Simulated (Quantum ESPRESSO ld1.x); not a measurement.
The numbers below are computed, except where a source is named.
Mean orbital radii <r> (bohr) of the antimony ion Sb2+, [Kr] 4d10 5s2 5p1, at several levels of relativity; Dirac values are averaged over j with weights 2j + 1. Spin-unpolarised spherical Kohn-Sham, LDA (Slater exchange, Perdew-Zunger correlation), point nucleus, ld1.x of Quantum ESPRESSO 7.5. A level marked "c x" has the speed of light scaled by that factor and shares open shells by 2j + 1; other Dirac levels either fill j = l - 1/2 first or share by 2j + 1.

shell  non-rel.  scalar-rel.  Dirac, low j first  Dirac, c x 0.85  change of magnitude, last against first (%)
1s      0.02984      0.02845             0.02845          0.02788                                        -6.59
2s       0.1288       0.1227              0.1223           0.1197                                        -7.02
2p       0.1097       0.1072              0.1070           0.1059                                        -3.52
3s       0.3446       0.3311              0.3308           0.3253                                        -5.60
3p       0.3351       0.3292              0.3288           0.3263                                        -2.64
3d       0.3058       0.3056              0.3057           0.3057                                        -0.02
4s       0.8210       0.7905              0.7906           0.7783                                        -5.19
4p       0.8649       0.8520              0.8516           0.8464                                        -2.14
4d        1.018        1.026               1.027            1.030                                        +1.23
5s        2.156        2.081               2.083            2.051                                        -4.87
5p        2.503        2.480               2.482            2.470                                        -1.34
